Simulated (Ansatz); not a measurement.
Relaxation of H₇NO₃Sn (12 atoms, charge 0, multiplicity 1), to a largest force component of 0.03 eV/Å in at most 50 steps.

The calculation used Ansatz, RKS PBE-D4/def2-SVP.

```xyz
12
Properties=species:S:1:pos:R:3:forces:R:3
Sn 0.371 0.485 -0.346 0.25 0.53 0.12
H 0.060 -0.103 2.526 -0.79 -1.67 0.77
O 1.920 -0.247 -1.368 -0.01 -0.02 -0.05
H 1.726 -1.184 -1.573 0.00 0.02 0.02
O -0.978 1.560 -1.367 -0.05 -0.07 -0.02
H -1.620 0.945 -1.777 0.04 0.02 0.01
O -0.538 -1.239 0.181 -0.06 0.02 0.09
H -1.117 -1.109 0.960 0.07 0.03 -0.14
N 1.205 1.996 0.816 -0.15 -0.21 -0.53
H 1.947 1.657 1.439 -0.01 -0.01 0.03
H 0.504 2.510 1.368 0.06 -0.07 -0.04
H 0.362 0.524 2.325 0.66 1.43 -0.26
```

Problem. Where does it end, and by what steps?

Solution. The run converged. The force dipped under the threshold on the way, but the program's further checks kept it going. After 28 steps the energy has fallen by 0.314 eV; H2 moved furthest, 1.13 Å.

```json
{"step": "0", "energy less start (eV)": "0.0000", "largest force component (eV/Å)": "1.669", "accepted": "yes"}
{"step": "1", "energy less start (eV)": "-0.1446", "largest force component (eV/Å)": "0.184", "accepted": "yes"}
{"step": "2", "energy less start (eV)": "-0.1920", "largest force component (eV/Å)": "0.088", "accepted": "yes"}
{"step": "3", "energy less start (eV)": "-0.2139", "largest force component (eV/Å)": "0.188", "accepted": "yes"}
{"step": "4", "energy less start (eV)": "-0.2296", "largest force component (eV/Å)": "0.491", "accepted": "yes"}
{"step": "5", "energy less start (eV)": "-0.2354", "largest force component (eV/Å)": "0.634", "accepted": "yes"}
{"step": "6", "energy less start (eV)": "-0.2481", "largest force component (eV/Å)": "0.173", "accepted": "yes"}
{"step": "7", "energy less start (eV)": "-0.2509", "largest force component (eV/Å)": "0.156", "accepted": "yes"}
{"step": "8", "energy less start (eV)": "-0.2531", "largest force component (eV/Å)": "0.216", "accepted": "yes"}
{"step": "9", "energy less start (eV)": "-0.2566", "largest force component (eV/Å)": "0.084", "accepted": "yes"}
{"step": "10", "energy less start (eV)": "-0.2570", "largest force component (eV/Å)": "0.281", "accepted": "yes"}
{"step": "11", "energy less start (eV)": "-0.2646", "largest force component (eV/Å)": "0.073", "accepted": "yes"}
{"step": "12", "energy less start (eV)": "-0.2775", "largest force component (eV/Å)": "0.163", "accepted": "yes"}
{"step": "13", "energy less start (eV)": "-0.2599", "largest force component (eV/Å)": "1.105", "accepted": "no"}
{"step": "14", "energy less start (eV)": "-0.2903", "largest force component (eV/Å)": "0.080", "accepted": "yes"}
{"step": "15", "energy less start (eV)": "-0.2977", "largest force component (eV/Å)": "0.278", "accepted": "yes"}
{"step": "16", "energy less start (eV)": "-0.3013", "largest force component (eV/Å)": "0.388", "accepted": "yes"}
{"step": "17", "energy less start (eV)": "-0.3065", "largest force component (eV/Å)": "0.152", "accepted": "yes"}
{"step": "18", "energy less start (eV)": "-0.3108", "largest force component (eV/Å)": "0.033", "accepted": "yes"}
{"step": "19", "energy less start (eV)": "-0.2993", "largest force component (eV/Å)": "0.509", "accepted": "no"}
{"step": "20", "energy less start (eV)": "-0.3115", "largest force component (eV/Å)": "0.017", "accepted": "yes"}
{"step": "21", "energy less start (eV)": "-0.3101", "largest force component (eV/Å)": "0.457", "accepted": "no"}
{"step": "22", "energy less start (eV)": "-0.3122", "largest force component (eV/Å)": "0.042", "accepted": "yes"}
{"step": "23", "energy less start (eV)": "-0.3126", "largest force component (eV/Å)": "0.089", "accepted": "yes"}
{"step": "24", "energy less start (eV)": "-0.3128", "largest force component (eV/Å)": "0.059", "accepted": "yes"}
{"step": "25", "energy less start (eV)": "-0.3130", "largest force component (eV/Å)": "0.017", "accepted": "yes"}
{"step": "26", "energy less start (eV)": "-0.3132", "largest force component (eV/Å)": "0.026", "accepted": "yes"}
{"step": "27", "energy less start (eV)": "-0.3134", "largest force component (eV/Å)": "0.070", "accepted": "yes"}
{"step": "28", "energy less start (eV)": "-0.3135", "largest force component (eV/Å)": "0.027", "accepted": "yes"}
```

```xyz
12
Properties=species:S:1:pos:R:3
Sn 0.381 0.575 -0.437
H 0.395 -0.190 3.598
O 1.701 -0.242 -1.694
H 1.538 -1.207 -1.698
O -1.168 1.370 -1.434
H -1.040 1.213 -2.391
O -0.283 -0.995 0.647
H -1.256 -0.918 0.731
N 1.266 2.081 0.632
H 1.514 1.727 1.568
H 0.563 2.822 0.777
H 0.232 -0.442 2.885
```

Whether the end is a true minimum wasn't checked by a vibrational analysis.

The run took 32 s on 4 threads of Arm Neoverse V2 (shared host), peak memory 0.17 GiB.
